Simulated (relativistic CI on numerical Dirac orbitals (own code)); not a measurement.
**Co+ in a cubic cluster: 1s photoemission with charge transfer**

Computed with a charge-transfer multiplet model of a cubic metal-ligand cluster with up to 2 ligand holes, Slater and spin-orbit integrals from Dirac-Coulomb-Breit ions, Slater integrals scaled by 0.8. The ground state mixes d8 with configurations of k ligand holes L, whose averages lie at kΔ + k(k − 1)U_dd/2; a core hole lowers each added d electron by U_cd. 300 K, Lorentzian 1.1 eV and Gaussian 0.6 eV FWHM.

Atomic integrals in eV (Slater integrals scaled, ζ unscaled), ground: F2dd 8.285, F4dd 5.103, zeta_d 0.056; with the core hole: F2dd 9.795, F4dd 6.079, zeta_d 0.082, G2cd 0.053.

Cluster parameters (eV): Δ = 8, U_dd = 7.2, 10Dq = 0.55, 10Dq(ligand) = 1.3, V(eg) = 2.15, V(t2g) = -1.13, final-state hopping factor = 1.

| Case | n_d | d8 | d9L | d10L2 | S |
| --- | --- | --- | --- | --- | --- |
| U_cd = 6.9 eV | 8.10 | 0.90 | 0.10 | 0.00 | 1.00 |
| U_cd = 8.1 eV | 8.10 | 0.90 | 0.10 | 0.00 | 1.00 |
| U_cd = 8.7 eV | 8.10 | 0.90 | 0.10 | 0.00 | 1.00 |
| U_cd = 9.3 eV | 8.10 | 0.90 | 0.10 | 0.00 | 1.00 |
| U_cd = 9.9 eV | 8.10 | 0.90 | 0.10 | 0.00 | 1.00 |

Weights, n_d and S are thermal averages at 300 K. Binding energies count from the first peak over 30 % of the highest in each spectrum, which can be another peak from case to case. The parameters are a model scan and need not match a compound or its usual spin state. Peaks in eV (height, largest 100):
- U_cd = 6.9 eV: 0.0 (100), 5.8 (18)
- U_cd = 8.1 eV: 0.0 (100), 5.6 (32)
- U_cd = 8.7 eV: 0.0 (100), 5.6 (41)
- U_cd = 9.3 eV: 0.0 (100), 5.7 (52)
- U_cd = 9.9 eV: 0.0 (100), 5.8 (64)

Curve for U_cd = 9.9 eV (points under 2 left out, the grid thinned):

```tsv
E (eV)	Intensity
-3.7	2.7
-3.4	3.2
-3.0	4.1
-2.7	4.9
-2.4	6.1
-2.0	8.6
-1.7	11.6
-1.4	16.4
-1.0	28.8
-0.7	46.8
-0.4	73.7
-0.1	97.1
0.3	88.7
0.6	61.2
0.9	38.1
1.3	21.2
1.6	15.0
1.9	11.3
2.3	8.6
2.6	7.4
2.9	6.8
3.3	6.7
3.6	7.2
3.9	8.2
4.3	11.1
4.6	15.3
4.9	23.1
5.3	42.5
5.6	59.3
5.9	63.7
6.3	44.6
6.6	28.2
6.9	17.7
7.3	10.4
7.6	7.6
7.9	5.8
8.2	4.7
8.6	3.8
8.9	3.6
9.2	3.6
9.6	4.3
9.9	4.6
10.2	4.2
10.6	2.9
10.9	2.2
```

For the case U_cd = 8.1 eV, Δ = 8 eV is larger than U_dd = 7.2 eV, the Mott-Hubbard side of the Zaanen-Sawatzky-Allen scheme. With the core hole the configuration with one ligand hole lies at Δ − U_cd = 1.1, -0.1, -0.7, -1.3, -1.9 eV from the one without, in the order of the table; where this is negative the screened configuration lies lower, though the effective hopping of about 3.0 eV (from the holes of the mixed ground state) mixes the two strongly wherever it is as large as the gap.
